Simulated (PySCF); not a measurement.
Simulated Si 2p region for `[SiH3][GeH3]`, binding energy against the vacuum level.

Every computed line was given a Gaussian of 0.4 eV full width at half maximum and an area set by the number of equivalent atoms (split 2:1 within a doublet); the highest printed point is 100. Computed, not measured: PySCF 2.14.0, delta-SCF UKS SCAN, pcX-2 on the ionised atom, pcseg-1 elsewhere, spin-free X2C.

binding energy (eV), intensity and a bar:
```
    106.2          1 
    106.3          3 #
    106.4         13 ####
    106.5         37 ###########
    106.6         72 ######################
    106.7        100 ##############################
    106.8         98 #############################
    106.9         69 #####################
    107.0         38 ###########
    107.1         27 ########
    107.2         35 ##########
    107.3         48 ##############
    107.4         51 ###############
    107.5         38 ###########
    107.6         20 ######
    107.7          8 ##
    107.8          2 
    107.9          0
```

How many maxima does the curve show, and how many computed lines lie under it?

The curve has 2 maxima (at 106.7 and 107.4 eV). Under it lie 2 lines from 1 inequivalent silicon site, drawn as a 2p3/2, 2p1/2 pair.

Decompose the envelope and assign each component. Numbering: `[SiH3:1][GeH3:2]`.

```tsv
position (eV)	relative area	line	atoms	environment
106.74	0.67	Si 2p3/2	Si1	SiH3 silicon
107.37	0.33	Si 2p1/2	Si1	SiH3 silicon
```

What are the centre and the root-mean-square width of the whole band?

The area-weighted mean of the lines is 106.95 eV. Their own spread about it is 0.29 eV (rms) and each Gaussian has σ = 0.4/2.355 = 0.17 eV; the variances add, which gives 0.34 eV.

No satellites, vibrations or lifetime broadening are included. The 2p values add to the ΔSCF energy of one spin-free hole a correction within the shell (spin–orbit coupling, ligand field). 2p1/2 minus 2p3/2 (ligand field included): Si 0.62 eV. Geometry: PBE0-D3(BJ)/def2-SVP; no solvent, vibrations or thermal averaging.
